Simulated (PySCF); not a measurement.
C3H10OSi, SMILES CC([SiH3])(C)O.

Geometry: B3LYP-D3(BJ)/def2-SVP. One conformer was computed; it need not be the lowest.

Method: PySCF with ωB97X/def2-TZVP.

Symmetry labels are those of the subgroup Cs that the program uses (full group Cs).

Computed valence orbital energies around the gap with their symmetry:
| orbital | symmetry | energy (eV) |
|---|---|---|
| HOMO−7 | A' | -14.33 |
| HOMO−6 | A" | -13.72 |
| HOMO−5 | A" | -12.68 |
| HOMO−4 | A' | -12.60 |
| HOMO−3 | A' | -11.98 |
| HOMO−2 | A" | -11.95 |
| HOMO−1 | A" | -10.53 |
| HOMO | A' | -10.42 |
| LUMO | A' | 2.51 |
| LUMO+1 | A' | 3.12 |
| LUMO+2 | A' | 3.44 |
| LUMO+3 | A" | 3.46 |
